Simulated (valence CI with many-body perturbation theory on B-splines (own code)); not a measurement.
# Hyperfine factors and g values of Os XXXVI

Calculated by configuration interaction combined with many-body perturbation theory (CI+MBPT): five valence electrons over a frozen Dirac-Fock core [Kr], radial functions for each j: 7 s, 7 p, 8 d, 6 f, 4 g, 1 h, with the one-electron correlation potential Σ1 (screened to all orders), the two-electron term Σ2, the three-electron term Σ3, Breit, model QED; selected single and double excitations, second order for the rest (own B-spline code, finite nucleus).

The last digits are not significant, and no measured levels were compared; by estimate large intervals hold to a few tenths of a per cent, small ones and those within an open d or f shell to about a per cent. Only levels of the ground parity were solved; by the run's estimate the other parity begins above the list, which can be wrong where configurations are misplaced.

A/g_I is the dipole constant over the nuclear g factor μ/I (μ in nuclear magnetons, uniformly magnetised nucleus), B/Q the quadrupole constant per barn. Both hold the static response of the core; the bare values leave it out. Large factors of s and p1/2 electrons are usually good to 5 to 10 %; those of open d and f shells near neutrality can be off by tens of per cent, and small factors of p3/2, d and f electrons come from cancelling terms and can be off by a factor of two or in sign, in half-filled shells by more. B is blank for J = 1/2, where it vanishes, and for nearly pure S terms. Energies count from the lowest level.

Levels are named by their leading jj configuration (3d3/2^4 stands for four electrons in 3d with j = 3/2), which in mixed levels can hold well under half, so a name can repeat and another be missing. Letters in brackets count levels of one name in rising energy.

| Level | E (eV) | g | A/g_I (MHz) | A/g_I bare | B/Q (MHz/b) | B/Q bare |
| --- | --- | --- | --- | --- | --- | --- |
| (4d3/2^4 4d5/2) J=5/2 | 0.000 | 1.343 | 8710 | 9400 | 17900 | 17200 |
| (4d3/2^3 4d5/2^2) J=5/2 [a] | 15.243 | 1.340 | 5380 | 6070 | 7900 | 7570 |
| (4d3/2^3 4d5/2^2) J=7/2 [a] | 20.045 | 1.164 | 11600 | 11800 | 22600 | 21800 |
| (4d3/2^3 4d5/2^2) J=3/2 [a] | 20.578 | 1.184 | 14500 | 14700 | 17600 | 17000 |
| (4d3/2^3 4d5/2^2) J=11/2 | 21.047 | 1.114 | 15100 | 15200 | -934 | -1010 |
| (4d3/2^3 4d5/2^2) J=9/2 | 22.670 | 1.142 | 13400 | 13600 | 21400 | 20600 |
| (4d3/2^3 4d5/2^2) J=5/2 [b] | 23.787 | 1.137 | 14000 | 14100 | -182 | -147 |
| (4d3/2^3 4d5/2^2) J=1/2 | 24.769 | 1.803 | -8810 | -6830 |  |  |
| (4d3/2^3 4d5/2^2) J=7/2 [b] | 25.698 | 1.082 | 16600 | 16600 | -23800 | -22900 |
| (4d3/2^3 4d5/2^2) J=3/2 [b] | 31.575 | 0.789 | 26900 | 26100 | -21600 | -20800 |
| (4d3/2^2 4d5/2^3) J=5/2 [a] | 35.131 | 1.286 | 4800 | 5350 | 1330 | 1290 |
| (4d3/2^2 4d5/2^3) J=7/2 [a] | 38.259 | 1.216 | 9880 | 10200 | -1560 | -1510 |
| (4d3/2^2 4d5/2^3) J=11/2 | 38.928 | 1.089 | 14900 | 14900 | 523 | 519 |
| (4d3/2^2 4d5/2^3) J=9/2 [a] | 39.545 | 1.146 | 12800 | 12900 | -2790 | -2700 |
| (4d3/2^2 4d5/2^3) J=1/2 [a] | 40.676 | 0.509 | 41400 | 39800 |  |  |
| (4d3/2^2 4d5/2^3) J=13/2 | 41.281 | 1.073 | 16000 | 16000 | -6.25 | 7.29 |
| (4d3/2^2 4d5/2^3) J=3/2 [a] | 41.587 | 1.181 | 12400 | 12600 | 679 | 637 |
| (4d3/2^2 4d5/2^3) J=5/2 [b] | 42.023 | 1.019 | 17900 | 17700 | -3050 | -2920 |
| (4d3/2^2 4d5/2^3) J=9/2 [b] | 44.473 | 1.108 | 14500 | 14500 | 842 | 814 |
| (4d3/2^2 4d5/2^3) J=7/2 [b] | 45.194 | 0.988 | 19700 | 19400 | -1120 | -1080 |
| (4d3/2^2 4d5/2^3) J=5/2 [c] | 45.717 | 1.049 | 16700 | 16500 | 2950 | 2820 |
| (4d3/2^2 4d5/2^3) J=3/2 [b] | 46.189 | 0.850 | 24700 | 24000 | 1860 | 1820 |
| (4d3/2^2 4d5/2^3) J=1/2 [b] | 48.211 | 1.787 | -10700 | -8740 |  |  |
| (4d3/2^2 4d5/2^3) J=7/2 [c] | 48.509 | 1.041 | 17800 | 17600 | 1380 | 1330 |
| (4d3/2^2 4d5/2^3) J=9/2 [c] | 51.685 | 1.105 | 14600 | 14600 | 9150 | 8860 |
| (4d3/2^2 4d5/2^3) J=3/2 [c] | 57.196 | 1.188 | 11600 | 11900 | -7170 | -6940 |
| (4d3/2 4d5/2^4) J=5/2 [a] | 57.660 | 1.275 | 9240 | 9740 | -2960 | -2830 |
| (4d3/2 4d5/2^4) J=5/2 [b] | 59.186 | 1.134 | 9100 | 9220 | 448 | 478 |
| (4d3/2 4d5/2^4) J=7/2 [a] | 61.890 | 1.190 | 11000 | 11300 | -26400 | -25400 |
| (4d3/2 4d5/2^4) J=11/2 | 63.004 | 1.072 | 15600 | 15500 | 531 | 639 |
| (4d3/2 4d5/2^4) J=3/2 [a] | 63.061 | 0.973 | 16900 | 16600 | -18800 | -18100 |
| (4d3/2 4d5/2^4) J=9/2 | 65.510 | 1.115 | 13700 | 13800 | -28500 | -27500 |
| (4d3/2 4d5/2^4) J=5/2 [c] | 67.174 | 1.112 | 14000 | 14000 | 3900 | 3760 |
| (4d3/2 4d5/2^4) J=7/2 [b] | 68.366 | 1.005 | 17800 | 17600 | 28900 | 27900 |
| (4d3/2 4d5/2^4) J=1/2 | 71.345 | 1.221 | -3350 | -2960 |  |  |
| (4d3/2 4d5/2^4) J=3/2 [b] | 77.481 | 0.870 | 26100 | 25500 | 27400 | 26500 |
| (4d5/2^5) J=5/2 | 85.414 | 1.153 | 11000 | 11100 | -28200 | -27100 |

Task: Take the isotope of mass number 187, with I = 1/2, μ = 0.06442 μN. What is the hyperfine structure of (4d3/2^4 4d5/2) J=5/2?

Result: From the table A = 1120 MHz. Shifts from the centre of gravity in MHz: F = 2: -1960, F = 3: 1400.
